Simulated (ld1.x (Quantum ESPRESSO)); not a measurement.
## LDA (PZ) TM dataset for Ce (Z = 58), fully relativistic all-electron reference.

cerium (Ce), norm-conserving Troullier–Martins (Kleinman–Bylander form), made with ld1.x (Quantum ESPRESSO) 7.5 (LDA (PZ), fully relativistic). Core [Kr] 4d10 5s2, reference 4f1 5p6 5d1 6s1.5 6p0 (charge +0.5). Waves: 5p (bound): rc 1.90 bohr; 5d (bound): rc 3.60 bohr; 4f (bound): rc 0.95 bohr; 6s (bound): rc 3.80 bohr. Local part: the s channel. Core correction: a·sin(br)/r model core, default radius (core density twice the valence density).

Open shells are filled in proportion to 2j + 1 (rel_dist='average').

All-electron outer shells of the reference configuration (LDA (PZ), scalar-relativistic, ld1.x):

```tsv
shell	level (eV)	outermost node (bohr)	outermost maximum (bohr)
4d	-113.30	0.31	0.66
5s	-43.58	0.75	1.37
5p	-26.15	0.81	1.53
4f	-8.47	–	0.71
6s	-6.25	1.81	3.59
5d	-5.86	0.92	2.18
6p	-3.44	2.14	4.60
```

Results:

* Cutoffs needed: 260 Ry and over 300 Ry (the cutoffs (Ry, on a coarse ladder) from which the occupation-weighted sum of valence levels, in a spherical-Bessel basis at the reference potential, stays within 10 and 1 mRy of its value at 400 Ry)
* Ghost test: no extra level below or beside the all-electron valence levels (p1/2, p3/2, d3/2, d5/2, f5/2, f7/2, s tested) (spherical-Bessel basis up to 400 Ry, 20 bohr box)
* Configuration tests: 6 of 7 tests not solved or not reliable; not counted: 4f2 5p6 5d0 6s1 6p0 (solver errors, printed error -1.0 eV)

Generation and tests took about 4.7 s on one core of a shared server CPU.
